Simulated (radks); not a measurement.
Problem. The phosphorus anion P3-, [Ar], held by a Watson sphere: a shell of charge +4.27 at radius R that stands for the Madelung well of a crystal (potential energy -4.27/R inside, -4.27/r outside, in hartree with lengths in bohr). Calculated with a radial shooting solver on a logarithmic mesh with Libxc functionals: scalar-relativistic Kohn-Sham, LDA (Slater exchange, Perdew-Wang correlation), spin-polarised, spherical densities, finite nucleus; Fermi nuclear charge, rms radius of each element as measured or else 0.836 A^(1/3) + 0.57 fm. Response by self-consistent Sternheimer equations with the Hartree and adiabatic LDA kernel, the relativistic mass of each level held fixed and spin-orbit coupling left out. The sphere does not respond.

| R (bohr) | e(2p) (eV) | e(3s) (eV) | e(3p) (eV) | <r> 3p (bohr) | sum of <r^2> (bohr^2) | X-ray form factor at sin(theta)/lambda = 0.3 1/angstrom | alpha (bohr^3) |
|---|---|---|---|---|---|---|---|
| 2.05 | -132.34 | -29.196 | -20.335 | 2.093 | 40.50 | 8.490 | 18.17 |
| 2.83 | -129.88 | -23.950 | -16.291 | 2.429 | 52.93 | 8.432 | 33.49 |
| 3.42 | -128.65 | -21.040 | -13.792 | 2.664 | 62.55 | 8.497 | 52.34 |
| 3.58 | -128.34 | -20.385 | -13.201 | 2.725 | 65.19 | 8.513 | 58.91 |
| 4.05 | -127.48 | -18.736 | -11.661 | 2.899 | 73.08 | 8.547 | 82.75 |
| 4.53 | -126.69 | -17.408 | -10.356 | 3.071 | 81.45 | 8.564 | 115.6 |

Estimate the row for R = 3.8 bohr.

Solution. e(2p) (eV) -127.93; e(3s) (eV) -19.565; e(3p) (eV) -12.445; <r> 3p (bohr) 2.807; sum of <r^2> (bohr^2) 68.86; X-ray form factor at sin(theta)/lambda = 0.3 1/angstrom 8.532; alpha (bohr^3) 69.17.
